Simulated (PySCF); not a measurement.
Job file and geometry (Å, from GFN2-xTB) of an NMR shielding run on `CC[SiH](C)CC`, C₅H₁₄Si, GIAO PBE0/pcSseg-1 NMR shielding, non-relativistic, gas phase (PySCF); density fitting, a coarse starting grid and PySCF grid level 2 are the driver's defaults:

```
$ OMP_NUM_THREADS=1 python probes_run.py task.json out

{"job": {"kind": "nmr", "xc": "PBE0", "basis": "pcSseg-1"}, "charge": 0, "multiplicity": 1}
C     -1.208639    -2.137612    -0.404726
C     -1.364823    -0.791503     0.294291
Si    -0.429858     0.630297    -0.573671
C     -0.704689     2.234395     0.411593
C      1.438630     0.242089    -0.692345
C      2.103965    -0.011942     0.657362
H     -1.560892    -2.078219    -1.431869
H     -1.779607    -2.911387     0.106606
H     -0.165368    -2.443708    -0.423125
H     -1.024042    -0.887697     1.327121
H     -2.426495    -0.544254     0.347420
H     -0.952192     0.794075    -1.944480
H     -1.759849     2.482273     0.469224
H     -0.196060     3.072243    -0.054529
H     -0.333601     2.149747     1.428755
H      1.589416    -0.630083    -1.330546
H      1.949833     1.070570    -1.185582
H      2.016993     0.861936     1.298819
H      1.639238    -0.855066     1.163067
H      3.162893    -0.235475     0.533581
```

Question: Write the output of this run.

Answer: 
```
coarse grid: 15736 points
cycle   1  E = -487.9539584004  dE =  1.480e-01  |g| = 5.291e-01  |ddm| = 3.694e+00
cycle   2  E = -487.9332469275  dE =  2.071e-02  |g| = 6.026e-01  |ddm| = 9.289e-01
cycle   3  E = -488.0280134929  dE = -9.477e-02  |g| = 2.976e-02  |ddm| = 5.152e-01
cycle   4  E = -488.0281982252  dE = -1.847e-04  |g| = 1.381e-02  |ddm| = 4.614e-02
cycle   5  E = -488.0282433129  dE = -4.509e-05  |g| = 4.383e-03  |ddm| = 1.611e-02
cycle   6  E = -488.0282482004  dE = -4.888e-06  |g| = 5.882e-04  |ddm| = 4.159e-03
final grid: 143176 points
cycle   7  E = -488.0652673154  dE = -3.556e-05  |g| = 9.058e-03  |ddm| = 2.463e-02
cycle   8  E = -488.0652598355  dE =  7.480e-06  |g| = 1.058e-02  |ddm| = 1.577e-02
cycle   9  E = -488.0652885061  dE = -2.867e-05  |g| = 3.603e-04  |ddm| = 8.445e-03
cycle  10  E = -488.0652885288  dE = -2.271e-08  |g| = 1.489e-04  |ddm| = 4.788e-04
cycle  11  E = -488.0652885341  dE = -5.332e-09  |g| = 4.052e-05  |ddm| = 1.550e-04
cycle  12  E = -488.0652885345  dE = -3.944e-10  |g| = 6.955e-06  |ddm| = 4.263e-05
converged SCF energy = -488.0652885345

GIAO shielding tensors (ppm)
atom      isotropic    diamagn.    paramagn.     s11        s22        s33       span
  0 C      176.327     247.013     -70.686    169.470    171.686    187.826     18.356
  1 C      179.734     254.213     -74.479    170.484    175.537    193.181     22.697
  2 Si     362.115     881.786    -519.671    330.399    367.867    388.078     57.678
  3 C      193.103     254.019     -60.915    185.803    192.410    201.097     15.295
  4 C      180.801     253.583     -72.782    174.861    179.065    188.477     13.615
  5 C      178.045     248.210     -70.164    173.206    173.779    187.151     13.945
  6 H       30.803      29.958       0.845     26.322     28.785     37.301     10.979
  7 H       30.342      28.444       1.898     25.058     27.577     38.390     13.332
  8 H       30.809      31.490      -0.681     25.415     30.923     36.089     10.674
  9 H       30.967      33.975      -3.008     27.299     29.734     35.868      8.569
 10 H       31.077      32.066      -0.990     25.502     30.182     37.547     12.045
 11 H       27.436      30.943      -3.507     24.654     25.149     32.506      7.851
 12 H       31.714      30.591       1.123     26.810     29.098     39.234     12.425
 13 H       31.818      30.545       1.273     26.943     28.750     39.761     12.818
 14 H       31.561      32.530      -0.969     27.109     30.145     37.430     10.321
 15 H       30.875      32.840      -1.965     27.004     28.682     36.939      9.936
 16 H       31.139      31.863      -0.724     26.539     28.878     38.000     11.461
 17 H       30.856      31.469      -0.613     25.740     30.175     36.651     10.911
 18 H       30.886      32.291      -1.405     25.622     30.785     36.251     10.629
 19 H       30.382      28.980       1.402     25.143     27.553     38.450     13.307
```

Size and cost of the density-fitted run: 179 basis functions, 23 s wall time on 1 thread of an Arm Neoverse V1, shared host; peak memory 0.83 GiB.
